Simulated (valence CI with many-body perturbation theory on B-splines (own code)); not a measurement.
# Ta XLI: E2, M1, M2 decay

Method: configuration interaction combined with many-body perturbation theory (CI+MBPT): five valence electrons over a frozen Dirac-Fock core [Ar] 3d10, radial functions for each j: 9 s, 9 p, 8 d, 6 f, 3 g, 1 h, with the one-electron correlation potential Σ1 (screened to all orders), the two-electron term Σ2, the three-electron term Σ3, Breit, model QED; selected single and double excitations, second order for the rest (own B-spline code, finite nucleus).

The last digits are not significant, and no measured levels were compared; by estimate large intervals hold to a few tenths of a per cent, small ones and those within an open d or f shell to about a per cent. Among the levels kept, up to 270 cm⁻¹ of a level comes from second order outside the variational space, and about a tenth of that is noise between levels of different J, which matters for small intervals.

Lines 1 to 19 of 19 in falling wavelength, among levels below 2920500 cm⁻¹, chosen from the decays that carry over 1 % of a level's rate. Wavelengths and rates use the calculated energies. Electric multipoles are in the length gauge, E1 and E2 with the static RPA response of the core. Weak lines are less certain than strong ones. Lines between different terms over intervals too small for the method are left out, as are lines whose strength nearly cancels.

Levels are named by their leading jj configuration (3d3/2^4 stands for four electrons in 3d with j = 3/2), which in mixed levels can hold well under half, so a name can repeat and another be missing. Letters in brackets count levels of one name in rising energy.

| λ vac (nm) | Upper | Lower | Type | A (s⁻¹) | Branch % |
| --- | --- | --- | --- | --- | --- |
| 64.18 | (4s^2 4p1/2 4p3/2 4d5/2) J=9/2 | (4s^2 4p1/2 4p3/2 4d3/2) J=7/2 | M1 | 4.38e+04 | 36.3 |
| 17.10 | (4s^2 4p3/2^2 4d5/2) J=9/2 | (4s^2 4p1/2 4p3/2 4d5/2) J=7/2 [b] | M1 | 1.54e+06 | 23.4 |
| 16.83 | (4s^2 4p1/2 4p3/2 4d5/2) J=9/2 | (4s 4p1/2^2 4p3/2^2) J=5/2 | E2 | 2.08e+04 | 17.2 |
| 15.03 | (4s^2 4p1/2 4p3/2^2) J=3/2 | (4s^2 4p1/2^2 4p3/2) J=3/2 | M1 | 5.65e+06 | 99.2 |
| 14.86 | (4s^2 4p3/2^3) J=3/2 | (4s^2 4p1/2 4p3/2^2) J=1/2 | M1 | 1.42e+06 | 12.7 |
| 14.53 | (4s^2 4p3/2^2 4d5/2) J=9/2 | (4s^2 4p1/2 4p3/2 4d5/2) J=9/2 | M1 | 2.54e+06 | 38.6 |
| 14.53 | (4s^2 4p3/2^2 4d5/2) J=9/2 | (4s^2 4p1/2 4p3/2 4d5/2) J=9/2 | E2 | 9.63e+04 | 1.5 |
| 14.28 | (4s^2 4p1/2 4p3/2 4d5/2) J=9/2 | (4s^2 4p1/2^2 4d5/2) J=5/2 | E2 | 4.90e+04 | 40.5 |
| 14.12 | (4s^2 4p1/2 4p3/2^2) J=5/2 | (4s^2 4p1/2^2 4p3/2) J=3/2 | M1 | 9.95e+05 | 84.6 |
| 14.12 | (4s^2 4p1/2 4p3/2^2) J=5/2 | (4s^2 4p1/2^2 4p3/2) J=3/2 | E2 | 1.81e+05 | 15.4 |
| 13.75 | (4s^2 4p3/2^3) J=3/2 | (4s^2 4p1/2 4p3/2^2) J=5/2 | M1 | 1.74e+06 | 15.5 |
| 13.75 | (4s^2 4p3/2^3) J=3/2 | (4s^2 4p1/2 4p3/2^2) J=5/2 | E2 | 3.46e+05 | 3.1 |
| 13.59 | (4s^2 4p3/2^2 4d5/2) J=9/2 | (4s^2 4p1/2 4p3/2 4d5/2) J=7/2 [a] | M1 | 2.09e+06 | 31.8 |
| 13.59 | (4s^2 4p3/2^2 4d5/2) J=9/2 | (4s^2 4p1/2 4p3/2 4d5/2) J=7/2 [a] | E2 | 9.11e+04 | 1.4 |
| 13.11 | (4s^2 4p1/2 4p3/2^2) J=1/2 | (4s^2 4p1/2^2 4p3/2) J=3/2 | M1 | 3.66e+06 | 95.2 |
| 13.11 | (4s^2 4p1/2 4p3/2^2) J=1/2 | (4s^2 4p1/2^2 4p3/2) J=3/2 | E2 | 1.83e+05 | 4.8 |
| 12.98 | (4s^2 4p3/2^3) J=3/2 | (4s^2 4p1/2 4p3/2^2) J=3/2 | M1 | 7.37e+06 | 65.7 |
| 11.85 | (4s^2 4p3/2^2 4d5/2) J=9/2 | (4s^2 4p1/2 4p3/2 4d3/2) J=7/2 | M1 | 1.02e+05 | 1.6 |
| 7.330 | (4s^2 4p1/2 4p3/2 4d5/2) J=9/2 | (4s^2 4p1/2 4p3/2^2) J=5/2 | M2 | 6.01e+03 | 5.0 |
